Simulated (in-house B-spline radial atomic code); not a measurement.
Configurations of the cobalt ion Co²⁺, with energies counted from [Ar] (3d3/2)4 (3d5/2)3. Level of theory: Dirac-Hartree-Fock, average of each configuration as written, Fermi nucleus of rms radius 3.7875 fm; calculated with a B-spline radial code for spherical atoms. Energies include first-order Breit, QED and recoil terms.

Occupations are held fixed; configurations that lie above the ionisation limit could autoionise.

```
                                        configuration  E - E(ref) (eV)  highest orbital  its <r> (bohr)
                               [Ar] (3d3/2)1 (3d5/2)6          0.15961            3d3/2           1.004
                               [Ar] (3d3/2)3 (3d5/2)4          0.47581            3d5/2           1.004
                               [Ar] (3d3/2)2 (3d5/2)5          0.52889            3d3/2           1.001
                      [Ar] (3d3/2)1 (3d5/2)5 (6g9/2)1           30.097            6g9/2           14.66
                               [Ar] (3d5/2)6 (7g9/2)1           30.322            7g9/2           21.16
     [Ne] 3s2 (3p1/2)2 (3p3/2)3 (3d3/2)2 (3d5/2)5 5s1           85.931            5s1/2           5.139
[Ne] 3s2 (3p1/2)2 (3p3/2)3 (3d3/2)1 (3d5/2)6 (7g7/2)1           96.148            7g7/2           21.16
```

Q: Order these further configurations by energy, lowest first.
A. [Ar] (3d3/2)2 (3d5/2)4 7s1
B. [Ar] (3d3/2)2 (3d5/2)4 (4f5/2)1
C. [Ne] 3s2 (3p1/2)1 (3p3/2)4 (3d3/2)2 (3d5/2)5 (7f7/2)1
D. [Ne] 3s2 (3p1/2)1 (3p3/2)4 (3d3/2)4 (3d5/2)3 4s1
E. [Ne] 3s2 (3p1/2)1 (3p3/2)4 (3d3/2)2 (3d5/2)6

A: B (26.036 eV), A (29.198 eV), E (63.028 eV), D (74.377 eV), C (94.796 eV).

Q: How far above the reference does [Ar] (3d3/2)2 (3d5/2)4 (4p1/2)1 lie?

A: 13.707 eV; its least bound orbital is 4p1/2 with <r> = 2.849 bohr.

Q: How far above the reference does [Ne] 3s2 (3p1/2)1 (3p3/2)4 (3d3/2)1 (3d5/2)6 (6d5/2)1 lie?

A: 90.285 eV; its least bound orbital is 6d5/2 with <r> = 12.55 bohr.
